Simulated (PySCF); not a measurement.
A GIAO shielding run with PySCF 2.14.0 with density-fitted response routines (density fitting, non-relativistic, gas phase) on `N([Si@](OCC)(C)[SiH2]N)C`, C₄H₁₆N₂OSi₂:

```
$ OMP_NUM_THREADS=1 python probes_run.py task.json out

{"job": {"kind": "nmr", "xc": "PBE0", "basis": "pcSseg-1"}, "charge": 0, "multiplicity": 1}
C      2.512870     1.014786     1.323337
C      2.242461    -0.385813     0.789000
O      0.921903    -0.775185     1.020495
Si    -0.423081    -0.478670     0.146065
C     -1.733612    -0.099141     1.489821
N     -0.724639    -1.968353    -0.688479
C     -1.959625    -2.241211    -1.382023
Si    -0.222098     1.112447    -1.506135
N      0.134652     2.629131    -0.744260
H      3.568287     1.253266     1.223909
H      1.925398     1.738538     0.764537
H      2.233522     1.067142     2.372830
H      2.466324    -0.422787    -0.283656
H      2.879707    -1.116129     1.302065
H     -1.678473    -0.819220     2.302051
H     -1.617516     0.889241     1.925108
H     -2.732599    -0.156081     1.066962
H     -0.350138    -2.804162    -0.262166
H     -1.814124    -3.034500    -2.117794
H     -2.273737    -1.339304    -1.902569
H     -2.768045    -2.543163    -0.704928
H      0.920219     0.963540    -2.423174
H     -1.402522     1.191260    -2.399267
H     -0.437769     2.923593     0.031302
H      0.321702     3.424918    -1.333895
```

Hardware: 1 thread of an Arm Neoverse V1, shared host. The job also computes population analyses, field gradients.

Q: How large is the calculation?

A: 90 electrons, 247 basis functions and 1319 auxiliary functions.

Q: How long does it take, and how much memory does it need?

A: 72 s of wall time, with 14 SCF cycles and 4 response iterations; peak memory 1.1 GiB. Times on a shared host scatter by some tens of per cent.
